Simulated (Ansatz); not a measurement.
Start from `C[O][Mg][Cl]` and change one atom or group to get `C[O][MgH]`.

Ansatz, PBE0-D4/def2-TZVP geometries, multiplicity 1. Each molecule was computed in one conformer, which needn't be the lowest.

```csv
property,`C[O][Mg][Cl]`
"ideal-gas entropy at 298 K and 1 bar (rigid rotor, harmonic PBE0-D4/def2-TZVP) / J/(mol·K)",323
HOMO energy (PBE/def2-TZVPP) / eV,-5.95
HOMO–LUMO gap (PBE/def2-TZVPP) / eV,3.80
LUMO energy (PBE0/def2-TZVPP) / eV,-1.40
LUMO energy (ωB97M-V/def2-TZVPP) / eV,-0.08
LUMO energy (B3LYP/def2-TZVPP) / eV,-1.71
```

What does the change do to each property? (Estimate.)

Ansatz gave: 
```csv
property,`C[O][MgH]`,shift
"ideal-gas entropy at 298 K and 1 bar (rigid rotor, harmonic PBE0-D4/def2-TZVP) / J/(mol·K)",284,-39
HOMO energy (PBE/def2-TZVPP) / eV,-5.62,0.33
HOMO–LUMO gap (PBE/def2-TZVPP) / eV,4.30,0.50
LUMO energy (PBE0/def2-TZVPP) / eV,-0.58,0.82
LUMO energy (ωB97M-V/def2-TZVPP) / eV,0.69,0.77
LUMO energy (B3LYP/def2-TZVPP) / eV,-0.87,0.84
```

With PBE0 the HOMO rises by 0.34 eV and the LUMO rises by 0.82 eV, so the gap widens by about 0.48 eV. PBE moves the HOMO by 0.33 eV and ωB97M-V by 0.34 eV.

B3LYP here is the variant with VWN-RPA as its local correlation; programs differ in this.
